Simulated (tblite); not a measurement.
Compound: C7H11N (charge +1 and doublet state).
Atom-mapped SMILES: `[CH3:1][NH+:2][C@@H:3]1[C@@H:4]2[CH2:5][C@H:6]3[C@@H:7]2[C@@H:8]13` (hydrogens: H9, H10, H11 on C1; H12 on N2; H13 on C3; H14 on C4; H15, H16 on C5; H17 on C6; H18 on C7; H19 on C8)

Computed with GFN2-xTB (tblite), gas phase: L-BFGS steps from a force-field or distance-geometry start until the largest atomic force falls under 0.01 eV/Å.

Step 10: E = -625.4371 eV
```
atom  x, y, z in Å  |  force x, y, z in eV/Å
C1      2.3691    0.7294   -0.0811    0.081   0.031  -0.046
N2      1.4512   -0.1463    0.5513    0.067   0.023  -0.011
C3      0.4059   -0.7820   -0.1261    0.071   0.014   0.053
C4     -0.6710    0.1143   -0.8671    0.026  -0.113  -0.088
C5     -1.1194    1.0882    0.2343    0.026  -0.025  -0.140
C6     -1.6668   -0.1303    0.9423   -0.016  -0.028   0.084
C7     -1.7302   -0.8774   -0.3942   -0.031  -0.059   0.224
C8     -0.7558   -1.2985    0.6847    0.035   0.151   0.254
H9      1.9890    1.0589   -1.0453   -0.030   0.020  -0.064
H10     2.5750    1.5836    0.5588    0.061   0.159   0.034
H11     3.3412    0.2484   -0.2710   -0.093  -0.113   0.086
H12     1.4668   -0.1826    1.5643   -0.040  -0.056  -0.101
H13     0.7770   -1.5172   -0.8557    0.010   0.135   0.083
H14    -0.4823    0.4324   -1.8771   -0.073   0.055  -0.244
H15    -0.3673    1.7188    0.7049    0.145  -0.190   0.129
H16    -1.9317    1.7197   -0.1151   -0.042   0.038  -0.028
H17    -2.3783   -0.1255    1.7464   -0.153  -0.052  -0.020
H18    -2.4966   -1.4468   -0.8803   -0.018   0.080  -0.066
H19    -0.7854   -2.1778    1.3058   -0.027  -0.071  -0.140
```

Step 11: E = -625.4491 eV
```
atom  x, y, z in Å  |  force x, y, z in eV/Å
C1      2.3706    0.7346   -0.0833    0.035   0.068  -0.002
N2      1.4444   -0.1279    0.5531    0.030  -0.058  -0.041
C3      0.4101   -0.7822   -0.1201   -0.123   0.133  -0.058
C4     -0.6758    0.1099   -0.8700    0.068  -0.101  -0.114
C5     -1.1231    1.0863    0.2309    0.078  -0.049  -0.073
C6     -1.6707   -0.1316    0.9428   -0.042   0.022   0.062
C7     -1.7350   -0.8808   -0.3917    0.004  -0.057   0.111
C8     -0.7579   -1.2974    0.6854    0.051   0.117   0.244
H9      1.9968    1.0657   -1.0482   -0.051   0.012  -0.091
H10     2.5820    1.5896    0.5530    0.063   0.174   0.047
H11     3.3350    0.2432   -0.2636    0.013  -0.146   0.045
H12     1.4785   -0.1861    1.5627   -0.040  -0.036  -0.022
H13     0.7836   -1.5130   -0.8522    0.018   0.120   0.093
H14    -0.4823    0.4301   -1.8827   -0.108  -0.005  -0.119
H15    -0.3529    1.6954    0.7049    0.059  -0.146   0.093
H16    -1.9325    1.7299   -0.1095    0.044  -0.019  -0.011
H17    -2.3818   -0.1267    1.7483   -0.131  -0.046  -0.040
H18    -2.5012   -1.4507   -0.8815    0.023   0.103  -0.019
H19    -0.7975   -2.1790    1.3015    0.010  -0.085  -0.105
```

Step 12: E = -625.4591 eV
```
atom  x, y, z in Å  |  force x, y, z in eV/Å
C1      2.3726    0.7404   -0.0851    0.001   0.083   0.027
N2      1.4398   -0.1138    0.5538    0.003  -0.071  -0.044
C3      0.4115   -0.7800   -0.1159   -0.217   0.196  -0.113
C4     -0.6788    0.1043   -0.8744    0.055  -0.052  -0.082
C5     -1.1246    1.0838    0.2268    0.087  -0.056   0.009
C6     -1.6745   -0.1317    0.9444   -0.051   0.058   0.021
C7     -1.7384   -0.8844   -0.3874    0.049  -0.023  -0.011
C8     -0.7584   -1.2938    0.6908    0.040   0.059   0.158
H9      2.0023    1.0713   -1.0521   -0.041  -0.001  -0.069
H10     2.5889    1.5977    0.5490    0.052   0.133   0.021
H11     3.3299    0.2360   -0.2566    0.066  -0.130   0.015
H12     1.4871   -0.1898    1.5606   -0.032  -0.018   0.022
H13     0.7892   -1.5073   -0.8474    0.020   0.073   0.085
H14    -0.4847    0.4282   -1.8900   -0.136  -0.070   0.002
H15    -0.3400    1.6731    0.7067   -0.016  -0.108   0.041
H16    -1.9322    1.7376   -0.1053    0.127  -0.067   0.001
H17    -2.3877   -0.1287    1.7491   -0.105  -0.027  -0.058
H18    -2.5046   -1.4517   -0.8829    0.050   0.101   0.032
H19    -0.8070   -2.1820    1.2958    0.048  -0.080  -0.059
```

Step 13: E = -625.4670 eV
```
atom  x, y, z in Å  |  force x, y, z in eV/Å
C1      2.3745    0.7463   -0.0862   -0.008   0.060   0.036
N2      1.4372   -0.1047    0.5535   -0.009  -0.027  -0.034
C3      0.4095   -0.7749   -0.1147   -0.182   0.180  -0.092
C4     -0.6803    0.0990   -0.8788    0.011   0.013  -0.019
C5     -1.1243    1.0808    0.2234    0.064  -0.048   0.074
C6     -1.6780   -0.1307    0.9463   -0.047   0.050  -0.018
C7     -1.7395   -0.8872   -0.3833    0.068   0.018  -0.087
C8     -0.7579   -1.2891    0.6987    0.009  -0.002   0.029
H9      2.0052    1.0751   -1.0561   -0.010  -0.016  -0.016
H10     2.5950    1.6065    0.5464    0.036   0.062  -0.024
H11     3.3268    0.2280   -0.2508    0.054  -0.069  -0.001
H12     1.4921   -0.1932    1.5586   -0.023  -0.006   0.028
H13     0.7935   -1.5013   -0.8421    0.009   0.019   0.069
H14    -0.4896    0.4257   -1.8965   -0.144  -0.109   0.073
H15    -0.3305    1.6539    0.7095   -0.051  -0.063   0.004
H16    -1.9297    1.7419   -0.1027    0.172  -0.081   0.003
H17    -2.3950   -0.1308    1.7483   -0.080  -0.001  -0.071
H18    -2.5060   -1.4499   -0.8835    0.050   0.073   0.064
H19    -0.8127   -2.1862    1.2898    0.081  -0.052  -0.018
```

Question: Estimate the geometry and energy of step 14. (The exact step hangs on the optimiser's Hessian estimate; all steps are aligned on step 13, rigid shifts and turns removed.)

Answer: E = -625.4720 eV, largest force 0.181 eV/Å
```
atom  x, y, z in Å  |  force x, y, z in eV/Å
C1      2.3759    0.7505   -0.0864   -0.003   0.019   0.024
N2      1.4360   -0.1002    0.5525   -0.011   0.031  -0.006
C3      0.4054   -0.7686   -0.1160   -0.062   0.096  -0.025
C4     -0.6807    0.0960   -0.8814   -0.029   0.057   0.033
C5     -1.1231    1.0781    0.2221    0.031  -0.031   0.092
C6     -1.6807   -0.1295    0.9473   -0.034   0.006  -0.036
C7     -1.7384   -0.8884   -0.3813    0.050   0.040  -0.090
C8     -0.7574   -1.2856    0.7048   -0.018  -0.039  -0.074
H9      2.0064    1.0769   -1.0587    0.020  -0.025   0.032
H10     2.5992    1.6133    0.5447    0.023   0.003  -0.056
H11     3.3256    0.2218   -0.2472    0.014  -0.003  -0.003
H12     1.4938   -0.1954    1.5576   -0.018   0.000   0.000
H13     0.7960   -1.4971   -0.8374   -0.011  -0.011   0.057
H14    -0.4959    0.4223   -1.8998   -0.132  -0.104   0.068
H15    -0.3255    1.6412    0.7119   -0.034  -0.019   0.000
H16    -1.9250    1.7427   -0.1016    0.159  -0.055  -0.004
H17    -2.4016   -0.1322    1.7461   -0.065   0.018  -0.075
H18    -2.5056   -1.4467   -0.8828    0.023   0.032   0.059
H19    -0.8140   -2.1899    1.2854    0.098  -0.015   0.002
```

The energy changes by -0.0051 eV. The first-order estimate −F·Δx gives -0.0073 eV and the mean of the old and new forces, exact on a quadratic surface, -0.0051 eV. The step makes an angle of 57° with the force vector and moves no atom by more than 0.014 Å.

The cost below is that of the whole relaxation. On one thread, Arm Neoverse V1 (aarch64), no GPU, on a shared host, this took 0.8 s wall.
